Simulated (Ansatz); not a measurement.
Basis-set extrapolation for `B[N]1[AlH][CH]1O` (PBE0-D4/def2-TZVP geometry, frozen core, the Gaussian-basis code of Ansatz). Multiplicity 1, RHF reference.

|  | def2-TZVPP | def2-QZVPP |
| --- | --- | --- |
| HF | -436.747541 | -436.763906 |
| MP2 correlation | -0.786035 | -0.842502 |
| CCSD(T) correlation | -0.850764 | not run |

Energies in hartree. Use E(X) = E(∞) + A·exp(−7.88·√X) for Hartree–Fock and E(X) = E(∞) + B·X^(−2.97) for correlation, with X = 3 and 4, and add CCSD(T) minus MP2 of the smaller set to the MP2 limit.

What is the CCSD(T) energy at the basis-set limit?

HF limit: -436.763906 + (-0.016365) × 0.13774 = -436.76616. MP2 limit: -0.842502 + (-0.056467) × 0.74074 = -0.88433. Higher-order term: -0.850764 − (-0.786035) = -0.06473. Total: -437.71522 hartree, 307.0 kJ/mol below CCSD(T)/def2-TZVPP.
